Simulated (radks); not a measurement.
Values are calculated unless marked as measured or tabulated.
Problem. Radial electron density D(r) = 4 pi r^2 rho(r) of an atom or ion with 40 electrons. Code: a radial shooting solver on a logarithmic mesh with Libxc functionals. Model: scalar-relativistic Kohn-Sham, PBE, spin-polarised, spherical densities, finite nucleus; Fermi nuclear charge, rms radius of each element as measured or else 0.836 A^(1/3) + 0.57 fm.

r (bohr),D(r) (e/bohr),spin D(r)
0.00134,1.530,-0.0000274
0.001745,2.439,-0.0000437
0.002272,3.847,-0.0000688
0.002982,6.066,-0.000108
0.003883,9.266,-0.000165
0.005056,13.83,-0.000245
0.006637,20.23,-0.000357
0.008642,28.12,-0.000495
0.01125,37.14,-0.000654
0.01477,46.21,-0.000824
0.01923,52.61,-0.000979
0.02504,54.48,-0.00114
0.03287,51.38,-0.00131
0.0428,46.99,-0.00124
0.05574,47.56,0.000674
0.07316,56.54,0.0103
0.09526,66.48,0.0398
0.124,65.06,0.107
0.1628,51.05,0.220
0.212,42.76,0.330
0.2761,48.84,0.342
0.3624,50.96,0.184
0.4718,34.96,0.00261
0.6144,17.15,0.119
0.8064,12.31,0.721
1.05,12.44,1.39
1.367,8.657,1.51
1.795,3.692,0.986
2.337,1.091,0.399
3.043,0.2211,0.0947
3.994,0.02389,0.0105
5.201,0.001152,0.000468

What is the nuclear charge?

Solution. Z = 43. The innermost maximum, from 1s, lies near gamma/Z bohr with gamma = sqrt(1 - (Z/c)^2) = 0.949, here 0.0221 bohr (found: 0.0241), and its height grows with Z. The density is that of the technetium ion Tc3+ in [Kr] 4d(up 3, down 1); the configuration itself is not fixed sharply by these data, and Z only to a few units. D(r) has 4 maxima, at r = 0.0241, 0.107, 0.329, 0.962 bohr, and minima at 0.0483, 0.212, 0.794 bohr, inside which lie 2.03, 11.08, 29.19 electrons.
